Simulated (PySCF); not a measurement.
Iron: a sound run and one with changed settings

Sound run: Fe(2+) [Ar] 3d6, Fe(3+) [Ar] 3d5. All numbers are calculated (PySCF 2.14, the non-relativistic Hamiltonian (point nucleus), in pcseg-2). In the sound run the correlated levels freeze [Ar]. The sound run starts from symmetry-adapted Hartree-Fock orbitals and uses a fine grid where one is needed.

Changed run: basis STO-3G. This setting is unsound on purpose.

```json
{"species": "Fe(2+)", "method": "UHF", "sound run (hartree)": "-1261.64034", "changed run (hartree)": "-1248.07201", "converged": "yes"}
{"species": "Fe(2+)", "method": "B3LYP", "sound run (hartree)": "-1262.82673", "changed run (hartree)": "-1248.95476", "converged": "yes"}
{"species": "Fe(2+)", "method": "PBE", "sound run (hartree)": "-1262.53998", "changed run (hartree)": "-1248.65435", "converged": "yes"}
{"species": "Fe(2+)", "method": "MP2", "sound run (hartree)": "-1261.74353", "changed run (hartree)": "-1248.07228", "converged": "yes"}
{"species": "Fe(3+)", "method": "UHF", "sound run (hartree)": "-1260.59583", "changed run (hartree)": "-1247.45476", "converged": "yes"}
{"species": "Fe(3+)", "method": "B3LYP", "sound run (hartree)": "-1261.66698", "changed run (hartree)": "-1248.25689", "converged": "yes"}
{"species": "Fe(3+)", "method": "PBE", "sound run (hartree)": "-1261.37619", "changed run (hartree)": "-1247.95711", "converged": "yes"}
{"species": "Fe(3+)", "method": "MP2", "sound run (hartree)": "-1260.64660", "changed run (hartree)": "-1247.45478", "converged": "yes"}
```

Ionisation energy of Fe(2+):

| method | sound run (eV) | changed run (eV) |
| --- | --- | --- |
| UHF | 28.422 | 16.796 |
| B3LYP | 31.558 | 18.990 |
| PBE | 31.668 | 18.973 |
| MP2 | 29.849 | 16.803 |
| SCS-MP2 | 29.936 | 16.804 |

A minimal basis cannot let orbitals breathe on ionisation and holds almost no correlation.

For comparison, NIST gives 30.651 ± 0.012 eV between the lowest levels.
